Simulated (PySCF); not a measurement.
PBE0 on Pt- (platinum, charge -1), [Xe] 4f14 5d9 6s2, 2D determinant. Computed with PySCF 2.14 in aug-cc-pVTZ-PP with ECP60MDF (6s6p5d3f2g, 88 functions), with scalar relativity through the core potential.

```
cycle= 1 E= -119.433498829372  delta_E= -0.0148  |g|= 0.0424  |ddm|= 0.301
cycle= 2 E= -119.433430496022  delta_E= 6.83e-05  |g|= 0.0439  |ddm|= 0.0837
cycle= 3 E= -119.434102850843  delta_E= -0.000672  |g|= 0.0133  |ddm|= 0.0398
cycle= 4 E= -119.434174072056  delta_E= -7.12e-05  |g|= 0.00116  |ddm|= 0.0147
cycle= 5 E= -119.434175725379  delta_E= -1.65e-06  |g|= 0.000126  |ddm|= 0.00625
cycle= 6 E= -119.434175804004  delta_E= -7.86e-08  |g|= 2.03e-05  |ddm|= 0.00184
cycle= 7 E= -119.434175804535  delta_E= -5.32e-10  |g|= 1.66e-06  |ddm|= 0.000133
converged SCF energy = -119.434175804535  <S^2> = 0.75530639  2S+1 = 2.0052994
```

Highest occupied orbital energy: 0.031 eV; ⟨L²⟩ = 6.03; populations by l: s 4.00, p 6.00, d 9.00, f 0.00.

**Question.** Can this result be used?

**Answer.** With care. Self-consistency was reached. Energies and moments cover only the electrons outside the core potential. Spin-orbit coupling, absent here, splits the open shell strongly. At PBE0 the highest occupied level has a positive energy, so only the finite basis holds that electron; in a semilocal or global hybrid functional this comes from self-interaction and does not mean that the real anion is unbound.
